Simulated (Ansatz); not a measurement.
A search over several starts for the lowest SCF solution of trans-PdH(PF3)2Br (P2PdHBrF6) at the given spin, in a small basis.

```yaml
crystal:
  periodic: [false, false, false]
  atoms:
    - {symbol: Pd, position_ang: [0.053392, -0.000170, -0.003324]}
    - {symbol: H, position_ang: [1.611313, -0.005127, -0.058738]}
    - {symbol: P, position_ang: [0.102734, 2.225512, -0.044906]}
    - {symbol: F, position_ang: [-0.534694, 2.979315, 1.174987]}
    - {symbol: F, position_ang: [-0.633496, 2.937679, -1.233712]}
    - {symbol: F, position_ang: [1.475314, 2.995359, -0.114820]}
    - {symbol: Br, position_ang: [-2.430561, 0.007428, 0.085270]}
    - {symbol: P, position_ang: [0.092124, -2.226076, 0.038029]}
    - {symbol: F, position_ang: [-0.557039, -2.931586, 1.280354]}
    - {symbol: F, position_ang: [1.461123, -3.004765, 0.005690]}
    - {symbol: F, position_ang: [-0.640200, -2.977569, -1.128830]}
basis:
  gaussian: {orbitals: def2-SVP, initial_orbitals: start.molden}
hamiltonian: {xc: pbe, dispersion: d4}
output: {orbitals: {seedname: orbitals}}
```

The file start.molden holds the orbitals of an earlier run on this structure, at another level or in another basis.

```sh
$ ansatz run in.yaml --threads 4 --pin off --events-out ev --progress --plain --max-ram 8704MiB
```

Shortened log:

```
Functional definition: PBE
  name "PBE"
  cite "Perdew, Burke & Ernzerhof, Phys. Rev. Lett. 77, 3865 (1996) doi:10.1103/PhysRevLett.77.3865"
  parent pbe
  parameter kappa = 0.804
  parameter beta = 0.06672455060314922
  exchange = pbe_x(kappa = kappa, mu = beta*pi^2/3)
  correlation = pbe_c(beta = beta)
1989 factors; their error is unknown
mean field evaluation 1: about -108367.5149 eV, gradient 1.1e1 eV
mean field evaluation 2: about -108367.7683 eV, gradient 2.5e-1 eV
mean field evaluation 4: about -108367.6455 eV, gradient 5.4e-4 eV
mean field evaluation 8: about -108359.1090 eV, gradient 7.0e1 eV
mean field evaluation 16: about -108367.7696 eV, gradient 1.8e-1 eV
mean field -108367.64550857 eV, -3982.4375182116 hartree, gradient 9.4e-6 eV, S^2 0.000000; 1 other end points of the search recorded, 0 dependent functions left out
reference -108367.64557715 eV, -3982.4375207319 hartree; 69, 69 occupied and 119, 119 virtual orbitals, 1989 factors
Total energy: -108368.09035605 eV, -3982.4538660549 hartree
```

Hardware: 4 threads of Arm Neoverse N1 on a shared host. Wall time 7 s.

In the def2 sets Pd takes a core potential; there is no spin–orbit coupling.
